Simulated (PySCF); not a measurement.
CH3Zn, charge +1. Atoms are numbered in the order given.

```xyz
5

Zn     0.0000     0.0000    -0.4841
C      0.0000     0.0000     1.5283
H     -0.9143     0.5279     1.7844
H      0.9143     0.5279     1.7844
H      0.0000    -1.0557     1.7844
```
Charge +1, spin multiplicity 1.

Geometry: B3LYP-D3(BJ)/def2-TZVP. The multiplicity is an assumed one; other spin states were not compared. The isomer is the one that the SMILES or the coordinates give; other isomers of the formula were not compared.

Computed with PBE/def2-TZVPD (PySCF).

Symmetry labels are those of the subgroup Cs that the program uses (full group C3v).

Computed valence orbital energies around the gap with their symmetry:
```csv
orbital,symmetry,energy (eV)
HOMO−7,A',-18.82
HOMO−6,A",-18.82
HOMO−5,A',-18.82
HOMO−4,A",-18.72
HOMO−3,A',-18.72
HOMO−2,A",-15.97
HOMO−1,A',-15.97
HOMO,A',-13.91
LUMO,A',-10.27
LUMO+1,A",-6.77
LUMO+2,A',-6.77
LUMO+3,A',-4.51
```
